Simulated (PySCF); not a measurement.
AlF2, SMILES [F][Al+][F], charge +1. Geometry optimised at B3LYP-D3(BJ)/def2-TZVP. The spin state was assumed, not searched. The isomer is the one that the SMILES or the coordinates give; other isomers of the formula were not compared.

TDDFT-CAM-B3LYP/def2-TZVPD run with PySCF puts the lowest singlet excitations at 7.24, 7.24, 7.60, 7.60, 8.72, 9.56 eV.

Question: What are the lowest excitation roots from PySCF 2.14.0 with ADC(2)/aug-cc-pVDZ? (The exact figures need the calculation; the answer reports its results.)

Answer: 7.35, 7.35, 7.76, 7.76, 8.82, 9.75 eV. S1 differs by 0.12 eV (second minus first; roots are paired by order, and the bases may differ).
